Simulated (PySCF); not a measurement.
C2H6BO2, SMILES [B](OC)OC, multiplicity 2. Atoms are numbered in the order given.

```xyz
11

C      1.9487     0.5310     0.3502
O      1.3198    -0.6478    -0.1390
B     -0.0115    -0.7485    -0.2867
O     -0.8713     0.2504     0.0229
C     -2.2744     0.1428    -0.1181
H      1.2145     1.2229     0.7902
H      2.6887     0.2438     1.1122
H      2.4723     1.0363    -0.4768
H     -2.7515     0.2967     0.8627
H     -2.6314     0.9236    -0.8081
H     -2.5679    -0.8442    -0.5096
```
Charge 0, spin multiplicity 2.

Coordinates come from a ωB97X-D3(BJ)/def2-SVP optimisation. The isomer is the one that the SMILES or the coordinates give; other isomers of the formula were not compared. Other conformers were not sampled.

Two levels are set side by side: PBE/pcH-1 (PySCF) and PBE0/pcH-1 (PySCF). Contact hyperfine couplings, same geometry. Differences are taken from unrounded values.

```json
[
 {"quantity": "A(iso) of 13C, atom C1 (MHz)", "PBE0": "28.0", "PBE": "29.5", "PBE minus PBE0": "1.5"},
 {"quantity": "A(iso) of 17O, atom O2 (MHz)", "PBE0": "-153.6", "PBE": "-166.7", "PBE minus PBE0": "-13.1"},
 {"quantity": "A(iso) of 11B, atom B3 (MHz)", "PBE0": "619.6", "PBE": "610.2", "PBE minus PBE0": "-9.4"},
 {"quantity": "A(iso) of 17O, atom O4 (MHz)", "PBE0": "-21.5", "PBE": "-20.1", "PBE minus PBE0": "1.4"},
 {"quantity": "A(iso) of 13C, atom C5 (MHz)", "PBE0": "24.7", "PBE": "27.5", "PBE minus PBE0": "2.8"},
 {"quantity": "A(iso) of 1H, atom H6 (MHz)", "PBE0": "-2.9", "PBE": "-2.6", "PBE minus PBE0": "0.3"},
 {"quantity": "A(iso) of 1H, atom H7 (MHz)", "PBE0": "-4.1", "PBE": "-4.4", "PBE minus PBE0": "-0.3"},
 {"quantity": "A(iso) of 1H, atom H8 (MHz)", "PBE0": "-5.0", "PBE": "-5.4", "PBE minus PBE0": "-0.4"},
 {"quantity": "A(iso) of 1H, atom H9 (MHz)", "PBE0": "-2.1", "PBE": "-2.3", "PBE minus PBE0": "-0.2"},
 {"quantity": "A(iso) of 1H, atom H10 (MHz)", "PBE0": "-2.0", "PBE": "-2.3", "PBE minus PBE0": "-0.3"},
 {"quantity": "A(iso) of 1H, atom H11 (MHz)", "PBE0": "-2.4", "PBE": "-1.4", "PBE minus PBE0": "0.9"}
]
```

Rough cost on one machine, each run with all the roots and properties that it gave: PBE0 against PBE within a factor of 2.
